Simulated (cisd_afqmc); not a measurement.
Input (AFQMC/CISD/aug-cc-pVQZ; cisd_afqmc is a phaseless AFQMC code with CISD trial states that reads the integrals written by Ansatz):

Ansatz 0.2 input:
```python
import cisd_afqmc

open("ham.yaml", "w").write("""\
crystal:
  periodic: [false, false, false]
  atoms:
    - {symbol: N, position_ang: [0.00000000, 0.00000000, 0.00000000]}
basis:
  gaussian:
    orbitals: aug-cc-pVQZ
total_charge: 1
magnetization: {spin_polarized: true, initial_magnetization: 2}
correlation: {method: ccsd, electrons: outside_noble_gas, hamiltonian_folder: ham}
scf: {lower_state_search: full}
""")
rep = cisd_afqmc.ansatz("ham.yaml")
e_ccsd = rep["correlation"]["coupled_cluster"]["energy"]["hartree"]
out = cisd_afqmc.run("ham", e_ccsd, trial="CISD", walkers=100, populations=8, threads=8, dt=0.005, steps=40, early=24, settle=10, least=32,
    cut=5e-5, rank_cut=2e-4, target=0.0004, seconds=1500, seed=1, memory=12960, gpu=False)
```

Output:

```
orbitals 79, occupied [3, 1], factors 415 of 486, rank of the doubles 131 of 306
E(HF) = -53.893227
E(CCSD) on the cut factors = -53.990808, shift to the whole factors 0.000004
Energy of the trial state on the determinant = -53.990762
  tau behind 7.2 of longer steps, mean of the populations' last blocks
   2.0  -53.99281
   4.0  -53.99300
   6.0  -53.99291
   8.0  -53.99276
blocks 275 (1 outliers left out), error by blocks joined: 1: 0.00004, 2: 0.00005, 4: 0.00006, 8: 0.00007, 16: 0.00008
E(AFQMC/CISD) = -53.99283 +/- 0.00008
```

The two halves of the walk average -53.99302 and -53.99265 Eh, farther apart than the printed bar allows, so the bar may be too narrow.
